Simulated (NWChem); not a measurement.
System: C2H6AlF; SMILES [CH3][Al]([CH3])[F]

NWChem printed, in part:

```
             Northwest Computational Chemistry Package (NWChem) 7.3.0
             --------------------------------------------------------

 C1  symmetry detected

                             Geometry "geometry" -> ""
                             -------------------------

 Output coordinates in angstroms (scale by  1.889725989 to convert to a.u.)

  No.       Tag          Charge          X              Y              Z
 ---- ---------------- ---------- -------------- -------------- --------------
    1 Al                  13.0000    -0.02967991     0.00093075    -0.00089102
    2 C                    6.0000     0.80045874     1.80861560    -0.00028180
    3 H                    1.0000     1.60617699     1.90758577    -0.73097353
    4 H                    1.0000     1.23148048     2.07133062     0.96936528
    5 H                    1.0000     0.04886782     2.57013058    -0.23184987
    6 C                    6.0000     0.82431555    -1.79483998     0.00092698
    7 H                    1.0000     0.66705507    -2.31425956    -0.94928794
    8 H                    1.0000     0.38441513    -2.43478971     0.77224117
    9 H                    1.0000     1.90111981    -1.76128058     0.17501271
   10 F                    9.0000    -1.68910247    -0.01483006     0.00035604

 Effective nuclear repulsion energy (a.u.)     151.5156855005

                                Z-matrix (autoz)
                                --------

 Units are Angstrom for bonds and degrees for angles

[...]

      ----------------------
      Optimization converged
      ----------------------

  Step       Energy      Delta E   Gmax     Grms     Xrms     Xmax
  ---- ---------------- -------- -------- -------- -------- --------
@    9    -421.62196972 -4.2D-08  0.00002  0.00001  0.00016  0.00038
                                     ok       ok       ok       ok

                                Z-matrix (autoz)
                                --------

 Units are Angstrom for bonds and degrees for angles

      Type          Name      I     J     K     L     M      Value     Gradient
      ----------- --------  ----- ----- ----- ----- ----- ---------- ----------
    1 Stretch                  1     2                       1.95617    0.00000
    2 Stretch                  1     6                       1.95618    0.00001
    3 Stretch                  1    10                       1.68942   -0.00002
    4 Stretch                  2     3                       1.11058    0.00000
    5 Stretch                  2     4                       1.11202    0.00000
    6 Stretch                  2     5                       1.10853    0.00000
    7 Stretch                  6     7                       1.11161    0.00000
    8 Stretch                  6     8                       1.11030    0.00000
    9 Stretch                  6     9                       1.10911    0.00000
   10 Bend                     1     2     3               111.56754   -0.00001
   11 Bend                     1     2     4               110.19331   -0.00001
   12 Bend                     1     2     5               112.63743    0.00000
   13 Bend                     1     6     7               110.28793   -0.00001
   14 Bend                     1     6     8               111.29561   -0.00000
   15 Bend                     1     6     9               112.89589   -0.00000
   16 Bend                     2     1     6               126.44943   -0.00000
   17 Bend                     2     1    10               117.24298    0.00000
   18 Bend                     3     2     4               106.38036    0.00001
   19 Bend                     3     2     5               108.33093    0.00000
   20 Bend                     4     2     5               107.45230    0.00000
   21 Bend                     6     1    10               116.30734   -0.00000
   22 Bend                     7     6     8               106.38132    0.00000
   23 Bend                     7     6     9               107.49965    0.00001
   24 Bend                     8     6     9               108.19484    0.00001
   25 Torsion                  2     1     6     7        -111.05837    0.00000
   26 Torsion                  2     1     6     8         131.11393    0.00000
   27 Torsion                  2     1     6     9           9.21532    0.00000
   28 Torsion                  3     2     1     6          45.05342    0.00000
   29 Torsion                  3     2     1    10        -135.13509    0.00000
   30 Torsion                  4     2     1     6         -72.88252    0.00000
   31 Torsion                  4     2     1    10         106.92897    0.00000
   32 Torsion                  5     2     1     6         167.14342    0.00000
   33 Torsion                  5     2     1    10         -13.04509    0.00000
   34 Torsion                  7     6     1    10          69.12858   -0.00000
   35 Torsion                  8     6     1    10         -48.69911    0.00000
   36 Torsion                  9     6     1    10        -170.59773    0.00000

                         Geometry "geometry" -> "geometry"
                         ---------------------------------

 Output coordinates in angstroms (scale by  1.889725989 to convert to a.u.)

  No.       Tag          Charge          X              Y              Z
 ---- ---------------- ---------- -------------- -------------- --------------
    1 Al                  13.0000    -0.07081521     0.00226665    -0.00155298
    2 C                    6.0000     0.79155199     1.75807266    -0.00891395
    3 H                    1.0000     1.62717323     1.79942863    -0.73927339
    4 H                    1.0000     1.23549227     1.97187011     0.98798090
    5 H                    1.0000     0.08455622     2.57970322    -0.24113895
    6 C                    6.0000     0.82919824    -1.73455388     0.00749537
    7 H                    1.0000     0.67487752    -2.25369921    -0.96325455
    8 H                    1.0000     0.40997336    -2.40188845     0.78959722
    9 H                    1.0000     1.92302518    -1.65289112     0.17184224
   10 F                    9.0000    -1.75992560    -0.02971518     0.00183611

 Effective nuclear repulsion energy (a.u.)     151.5046817206

[...]

 Rotational Constants
 --------------------
 A=   0.197832 cm-1  (  0.284630 K)
 B=   0.162127 cm-1  (  0.233259 K)
 C=   0.092211 cm-1  (  0.132668 K)

 Temperature                      =   298.15K
 frequency scaling parameter      =   1.0000

 Zero-Point correction to Energy  =   44.624 kcal/mol  (  0.071112 au)
 Thermal correction to Energy     =   48.684 kcal/mol  (  0.077583 au)
 Thermal correction to Enthalpy   =   49.276 kcal/mol  (  0.078526 au)

 Total Entropy                    =   79.884 cal/mol-K
   - Translational                =   38.884 cal/mol-K (mol. weight =  76.0269)
   - Rotational                   =   25.792 cal/mol-K (symmetry #  =        1)
   - Vibrational                  =   15.209 cal/mol-K

 Cv (constant volume heat capacity) =   20.885 cal/mol-K
   - Translational                  =    2.979 cal/mol-K
   - Rotational                     =    2.979 cal/mol-K
   - Vibrational                    =   14.926 cal/mol-K

[normal modes left out]

 ----------------------------------------------------------------------------
 Normal Eigenvalue ||           Projected Infra Red Intensities
  Mode   [cm**-1]  || [atomic units] [(debye/angs)**2] [(KM/mol)] [arbitrary]
 ------ ---------- || -------------- ----------------- ---------- -----------
    1      -10.320 ||    0.000076           0.002         0.074       0.043
    2       -0.000 ||    0.000162           0.004         0.158       0.091
    3       -0.000 ||    0.000585           0.013         0.570       0.328
    4       -0.000 ||    0.001332           0.031         1.299       0.747
    5        0.000 ||    0.000035           0.001         0.034       0.020
    6        0.000 ||    0.000188           0.004         0.183       0.106
    7        0.000 ||    0.000241           0.006         0.235       0.135
    8       33.464 ||    0.000091           0.002         0.089       0.051
    9      159.773 ||    0.001026           0.024         1.000       0.575
   10      197.128 ||    0.013747           0.317        13.402       7.712
   11      214.320 ||    0.018489           0.427        18.024      10.371
   12      529.530 ||    0.000197           0.005         0.192       0.110
   13      547.116 ||    0.000058           0.001         0.057       0.033
   14      606.964 ||    0.004729           0.109         4.611       2.653
   15      670.418 ||    0.101986           2.353        99.421      57.209
   16      686.358 ||    0.026299           0.607        25.637      14.752
   17      709.648 ||    0.135337           3.122       131.933      75.917
   18      847.336 ||    0.152165           3.511       148.338      85.356
   19     1164.008 ||    0.018023           0.416        17.569      10.110
   20     1166.139 ||    0.034093           0.787        33.235      19.124
   21     1373.763 ||    0.001419           0.033         1.383       0.796
   22     1375.264 ||    0.001244           0.029         1.213       0.698
   23     1376.548 ||    0.000179           0.004         0.175       0.101
   24     1378.409 ||    0.003411           0.079         3.326       1.914
   25     2964.537 ||    0.002388           0.055         2.328       1.339
   26     2966.623 ||    0.001105           0.025         1.077       0.620
   27     3051.459 ||    0.003963           0.091         3.863       2.223
   28     3055.971 ||    0.002982           0.069         2.907       1.673
   29     3074.884 ||    0.005362           0.124         5.227       3.008
   30     3079.911 ||    0.003897           0.090         3.799       2.186
 ----------------------------------------------------------------------------

 ===============================================================================
      Negative Nuclear Hessian Mode    1  Eigenvalue =    -10.32 cm**(-1)
 -------------------------------------------------------------------------------
   Raw step length:  0.514 angstroms ;  The Raw step for this mode is:
    1 Al                  13.0000    -0.00187749     0.00170702     0.00314500
    2 C                    6.0000     0.00293331    -0.00050623     0.01001657
    3 H                    1.0000    -0.17495316     0.06971402    -0.19098158
    4 H                    1.0000     0.25467479    -0.11747506    -0.07764150
    5 H                    1.0000    -0.04270727     0.03195391     0.26549151
    6 C                    6.0000     0.00108384     0.00322163     0.01387928
    7 H                    1.0000    -0.08228627    -0.05243456     0.05733409
    8 H                    1.0000     0.06594904     0.04774842     0.08728952
    9 H                    1.0000     0.01428213     0.01093036    -0.07841859
   10 F                    9.0000    -0.00172547    -0.00363216    -0.02290583

  Geometry after  100.0% step for mode  1; Step length =  0.514 angstroms
   Maximum component (any atom: x,y, or z) displacement:  0.502
    1 Al                  13.0000    -0.07269269     0.00397368     0.00159203
    2 C                    6.0000     0.79448530     1.75756643     0.00110261
    3 H                    1.0000     1.45222007     1.86914265    -0.93025497
    4 H                    1.0000     1.49016706     1.85439505     0.91033940
    5 H                    1.0000     0.04184895     2.61165713     0.02435256
    6 C                    6.0000     0.83028209    -1.73133225     0.02137465
    7 H                    1.0000     0.59259125    -2.30613377    -0.90592046
    8 H                    1.0000     0.47592241    -2.35414004     0.87688674
    9 H                    1.0000     1.93730731    -1.64196075     0.09342364
   10 F                    9.0000    -1.76165107    -0.03334734    -0.02106973

  Geometry after -100.0% step for mode  1; Step length =  0.514 angstroms
   Maximum component (any atom: x,y, or z) displacement:  0.502
    1 Al                  13.0000    -0.06893772     0.00055963    -0.00469798
    2 C                    6.0000     0.78861868     1.75857889    -0.01893052
    3 H                    1.0000     1.80212639     1.72971461    -0.54829181
    4 H                    1.0000     0.98081748     2.08934517     1.06562240
    5 H                    1.0000     0.12726349     2.54774931    -0.50663046
    6 C                    6.0000     0.82811440    -1.73777551    -0.00638391
    7 H                    1.0000     0.75716379    -2.20126464    -1.02058864
    8 H                    1.0000     0.34402432    -2.44963687     0.70230770
    9 H                    1.0000     1.90874305    -1.66382148     0.25026083
   10 F                    9.0000    -1.75820013    -0.02608302     0.02474194

  Geometry after   50.0% step for mode  1; Step length =  0.257 angstroms
   Maximum component (any atom: x,y, or z) displacement:  0.251
    1 Al                  13.0000    -0.07175395     0.00312016     0.00001952
    2 C                    6.0000     0.79301865     1.75781954    -0.00390567
    3 H                    1.0000     1.53969665     1.83428564    -0.83476418
    4 H                    1.0000     1.36282967     1.91313258     0.94916015
    5 H                    1.0000     0.06320258     2.59568017    -0.10839320
    6 C                    6.0000     0.82974017    -1.73294306     0.01443501
    7 H                    1.0000     0.63373439    -2.27991649    -0.93458750
    8 H                    1.0000     0.44294789    -2.37801424     0.83324198
    9 H                    1.0000     1.93016625    -1.64742593     0.13263294
   10 F                    9.0000    -1.76078833    -0.03153126    -0.00961681

  Geometry after  -50.0% step for mode  1; Step length =  0.257 angstroms
   Maximum component (any atom: x,y, or z) displacement:  0.251
    1 Al                  13.0000    -0.06987646     0.00141314    -0.00312548
    2 C                    6.0000     0.79008534     1.75832577    -0.01392224
    3 H                    1.0000     1.71464981     1.76457162    -0.64378260
    4 H                    1.0000     1.10815487     2.03060764     1.02680165
    5 H                    1.0000     0.10590986     2.56372626    -0.37388470
    6 C                    6.0000     0.82865632    -1.73616469     0.00055573
    7 H                    1.0000     0.71602065    -2.22748192    -0.99192159
    8 H                    1.0000     0.37699884    -2.42576266     0.74595246
    9 H                    1.0000     1.91588412    -1.65835630     0.21105153
   10 F                    9.0000    -1.75906286    -0.02789910     0.01328902

  Geometry after   39.9% step for mode  1; Step length =  0.205 angstroms
   Maximum component (any atom: x,y, or z) displacement:  0.200
    1 Al                  13.0000    -0.07156365     0.00294714    -0.00029925
    2 C                    6.0000     0.79272132     1.75787086    -0.00492095
    3 H                    1.0000     1.55742996     1.82721941    -0.81540623
    4 H                    1.0000     1.33701575     1.92503989     0.95702992
    5 H                    1.0000     0.06753141     2.59244131    -0.13530350
    6 C                    6.0000     0.82963031    -1.73326961     0.01302820
    7 H                    1.0000     0.64207495    -2.27460170    -0.94039890
    8 H                    1.0000     0.43626327    -2.38285404     0.82439429
    9 H                    1.0000     1.92871861    -1.64853384     0.14058147
   10 F                    9.0000    -1.76061344    -0.03116310    -0.00729507

  Geometry after  -39.9% step for mode  1; Step length =  0.205 angstroms
   Maximum component (any atom: x,y, or z) displacement:  0.200
    1 Al                  13.0000    -0.07006677     0.00158616    -0.00280670
    2 C                    6.0000     0.79038266     1.75827446    -0.01290695
    3 H                    1.0000     1.69691650     1.77163786    -0.66314056
    4 H                    1.0000     1.13396879     2.01870033     1.01893189
    5 H                    1.0000     0.10158103     2.56696512    -0.34697440
    6 C                    6.0000     0.82876618    -1.73583815     0.00196254
    7 H                    1.0000     0.70768009    -2.23279671    -0.98611019
    8 H                    1.0000     0.38368346    -2.42092287     0.75480015
    9 H                    1.0000     1.91733176    -1.65724839     0.20310300
   10 F                    9.0000    -1.75923776    -0.02826726     0.01096728

  Geometry after   19.9% step for mode  1; Step length =  0.102 angstroms
   Maximum component (any atom: x,y, or z) displacement:  0.100
    1 Al                  13.0000    -0.07118943     0.00260690    -0.00092612
    2 C                    6.0000     0.79213666     1.75797176    -0.00691745
    3 H                    1.0000     1.59230159     1.81332402    -0.77733981
    4 H                    1.0000     1.28625401     1.94845500     0.97250541
    5 H                    1.0000     0.07604381     2.58607226    -0.18822122
    6 C                    6.0000     0.82941428    -1.73391174     0.01026179
    7 H                    1.0000     0.65847623    -2.26415045    -0.95182673
    8 H                    1.0000     0.42311832    -2.39237125     0.80699575
    9 H                    1.0000     1.92587190    -1.65071248     0.15621185
   10 F                    9.0000    -1.76026952    -0.03043914    -0.00272948

  Geometry after  -19.9% step for mode  1; Step length =  0.102 angstroms
   Maximum component (any atom: x,y, or z) displacement:  0.100
    1 Al                  13.0000    -0.07044099     0.00192641    -0.00217984
    2 C                    6.0000     0.79096733     1.75817356    -0.01091045
    3 H                    1.0000     1.66204486     1.78553324    -0.70120697
    4 H                    1.0000     1.18473053     1.99528522     1.00345639
    5 H                    1.0000     0.09306863     2.57333417    -0.29405667
    6 C                    6.0000     0.82898221    -1.73519601     0.00472896
    7 H                    1.0000     0.69127881    -2.24324796    -0.97468237
    8 H                    1.0000     0.39682841    -2.41140566     0.77219869
    9 H                    1.0000     1.92017847    -1.65506975     0.18747262
   10 F                    9.0000    -1.75958168    -0.02899122     0.00640169
```

Level: PBE-D3(BJ)/def2-SVP. 

Task: Write an input that gives this output.

Result: This is not unique; one that fits is the input that was run:
```
start job
memory heap 200 mb stack 900 mb global 1100 mb
geometry units angstroms
  Al     0.046155    -0.031416     0.040279
  C      1.871375    -0.239607    -0.722665
  H      2.281562    -1.241537    -0.578546
  H      2.591822     0.453531    -0.280477
  H      1.856508    -0.040208    -1.798972
  C     -0.663303    -0.574374     1.816784
  H     -1.380523    -1.396018     1.727719
  H     -1.205500     0.251012     2.288731
  H      0.113163    -0.898835     2.511597
  F     -1.055139     0.711585    -0.954223
end
basis spherical
  * library def2-svp
end
dft
  xc xpbe96 cpbe96
  disp vdw 4
  iterations 150
end
driver
  maxiter 120
end
task dft optimize
task dft freq
```
